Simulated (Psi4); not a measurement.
A dimer, HCl ··· C2H6 (SMILES Cl and CC); the first 2 atoms form monomer A.

```
10

Cl     0.6410     0.0000     0.0000
H     -0.6410     0.0000     0.0000
C      1.5949     3.4418     0.3198
C      1.2823     3.7193     1.7877
H      0.6918     3.1818    -0.2360
H      2.2973     2.6127     0.2134
H      2.0394     4.3142    -0.1632
H      0.8375     2.8469     2.2706
H      2.1854     3.9788     2.3437
H      0.5801     4.5485     1.8941
```

Question: What interaction energy does SAPT0/jun-cc-pVDZ, frozen core run with Psi4 give, and which attractive term is the largest?

Answer: Total 1.49 kJ/mol: electrostatics -2.19, exchange 7.99, induction -0.52, dispersion -3.78. The most attractive term is dispersion.
